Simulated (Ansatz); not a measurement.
Correlation energies of C2H9B2N by basis set

```
atom   x (Å)   y (Å)   z (Å)
  B1   0.957  -0.589  -1.802
  C2  -0.146   0.249  -1.103
  C3   0.030   0.670   0.335
  B4  -1.067   0.532   1.447
  N5   0.185  -0.470   1.295
  H6   0.957  -0.718  -2.993
  H7   1.793  -1.178  -1.171
  H8  -1.051  -0.386  -1.191
  H9  -0.424   1.123  -1.704
 H10   0.844   1.378   0.475
 H11  -2.103   0.005   1.139
 H12  -1.006   1.202   2.439
 H13   0.066  -1.393   0.904
 H14   0.965  -0.426   1.931
```

Charge 0, multiplicity 1. The bonds changed during the relaxation, so this is another structure than the one it started from. The geometry is a stationary point of PBE0-D4/def2-TZVP. It is one conformer, not always the lowest. Frozen core, restricted reference, the Gaussian-basis code of Ansatz. CBS rows extrapolate triple and quadruple zeta; past MP2 they add the triple-zeta difference.

| basis | HF (Eh) | MP2 corr. | CCSD corr. | (T) | CCSD(T) total |
| --- | --- | --- | --- | --- | --- |
| def2-TZVPP | -184.81968 | ? | -0.82954 | ? | ? |
| def2-QZVPP | ? | ? | – | – | – |
| CBS(def2) | -184.82976 | -0.86312 | -0.91579 | as TZ | -185.77795 |

(1) Fill in the withheld values. (Best estimate.)

Results:

(1) Computed: def2-TZVPP MP2 corr.: -0.77687; def2-TZVPP (T): -0.03240; def2-TZVPP CCSD(T) total: -185.68162; def2-QZVPP HF (Eh): -184.82854; def2-QZVPP MP2 corr.: -0.82642.
